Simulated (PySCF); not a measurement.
Structure elucidation problem

The spectra below were simulated for a compound C₆H₁₀O.

¹H NMR (400 MHz, computed): δ 5.93 (m, 1H), 5.53 (m, 1H), 5.36 (m, 1H), 5.25 (m, 1H), 5.18 (m, 1H), 4.29 (s, 2H), 3.13 (d, 2H), -0.01 (br s, 1H).

¹³C{¹H} NMR (computed): δ 158.3, 146.2, 123.9, 119.0, 68.8, 43.4.

Method: shieldings: GIAO PBE0/pcSseg-1, structure optimised with GFN2-xTB, in PySCF 2.14 (no solvent, equivalent nuclei averaged, a single conformation, no relativistic terms).

Shifts are taken against calculated references (same method and geometry level): ¹H (σ = 31.72 ppm), ¹³C (σ = 186.93 ppm) vs TMS.

Question: Which of these isomers gave the spectra?
A. C=CCC(=C)CO
B. C=C(OC)C1CC1
C. CC(C)(C)C=C=O

Answer: A. 

1. Rings plus π bonds: 2 (no ring in the answer).
2. 6 carbon signals for 6 carbons: no two carbons are equivalent.
3. Carbon types of the structure: 1 × C, 1 × CH, 4 × CH2, leaving 1 H on heteroatoms.
4. δC 158.3: fully substituted alkene carbon; as expected for a trigonal carbon in a double bond.
5. δC 146.2: alkene CH; as expected for a trigonal carbon in a double bond.
6. δC 123.9, 119.0: terminal =CH2 carbon; an sp2 carbon of a C=C bond.
7. δC 68.8: allylic sp3 CH2 bonded to O; deshielded by the electronegative neighbour.
8. δH -0.01: hydrogen on an alcohol oxygen; exchangeable, gas-phase position.

The others: C=C(OC)C1CC1 would give 5 carbon signals, not 6; CC(C)(C)C=C=O would give 4 carbon signals, not 6.

The OH or NH signal is concentration- and solvent-dependent in practice; the value given is the gas-phase one. Shifts are as computed. Against solution values, carbons near 30 ppm lie about +3 ppm off and those near 130 ppm about +5 ppm. Of 1211 compounds with measured shifts, 218 miss one by over three times the rms of a fit or turn the order of signals round; such compounds aren't used in these exercises. Multiplicities follow the n + 1 count of equivalent neighbours, as no J values were calculated; m marks all less simple cases, F and P coupling included.
